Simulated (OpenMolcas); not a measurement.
# Cu5+: Racah parameters, the spin-orbit constant, worked from levels

| Quantity | Value |
| --- | --- |
| Program | OpenMolcas |
| Basis | ANO-RCC-VQZP [7s6p4d3f2g1h] |
| Scalar Hamiltonian | DKH2, point nucleus |
| Active space | 6 electrons in 5 orbitals (3d) |
| State averaging | 2S+1 = 5 even, 5 roots; 2S+1 = 3 even, 45 roots; 2S+1 = 1 even, 50 roots |
| Spin-orbit coupling | RASSI with atomic mean-field integrals over the reference wave functions, term energies averaged over their components |

Methods: CASSCF; MS-CASPT2, IPEA 0.25 Eh, imaginary shift 0.1 Eh (closed shells correlated: 3s 3p). Measured levels: Sugar and Musgrove, J. Phys. Chem. Ref. Data 19, 527 (1990).

**Racah parameters.** Above 5D, d6 has 3G at 9B + 4C, 3H at 4B + 4C and 3D at 16B + 4C. The first two fix B and C, and the third tests them; where it misses by thousands of cm-1, two parameters do not describe the configuration (Trees and configuration-interaction terms are left out) and B and C hang on the terms chosen. Term energies are centres of gravity, weighted by 2J + 1.

| Source | 3G | 3H | B | C | C/B | 3D from B, C | 3D found |
| --- | --- | --- | --- | --- | --- | --- | --- |
| CASSCF | 41213 | 32242 | 1794 | 6266 | 3.49 | 53768 | 52622 |
| MS-CASPT2 | 37416 | 30116 | 1460 | 6069 | 4.16 | 47636 | 46199 |
| measured | 36998 | 29712 | 1457 | 5971 | 4.10 | 47196 | 45790 |

Energies in cm-1. From CASSCF to MS-CASPT2, B changes by -18.6 % and C by -3.1 %. Against the measured terms, MS-CASPT2 has B off by +0.2 % and C by +1.6 %.

**The spin-orbit constant.** For the Hund term 5D of d6, E(J) = (A/2) J(J+1) + constant and ζ = -2S·A = -4A. From J = 0 to J = 4 the energy changes by 10 A.

```
   Source  E(4) - E(0)       A     ζ
   CASSCF      -2618.3  -261.8  1047
MS-CASPT2      -2601.6  -260.2  1041
 measured      -2733.4  -273.3  1093
```

All in cm-1. MS-CASPT2 is off by -4.8 % and CASSCF by -4.2 %. Both methods take the spin-orbit matrix elements from the reference wave functions, so the second can move ζ only through the term energies and any multistate remixing. Second-order mixing with other terms is absorbed into this ζ.

CASPT2 breaks the degeneracy within a term, and the mean is taken; among the terms shown or strongly mixed into the levels shown the widest spread is 240 cm-1 (3d6 3G, MS-CASPT2). Without dynamic correlation excited terms often stand tens of per cent too high (terms of higher spin than the ground term too low), and those without a measured partner can miss by more than the paired ones (holds for CASSCF). Computed and measured levels are paired by configuration, term and J; levels that our copy of the source lacks, or whose pairing is in doubt (as where it misses far off the trend of its configuration), stay unpaired and out of the deviations. Only configurations of the active space appear.
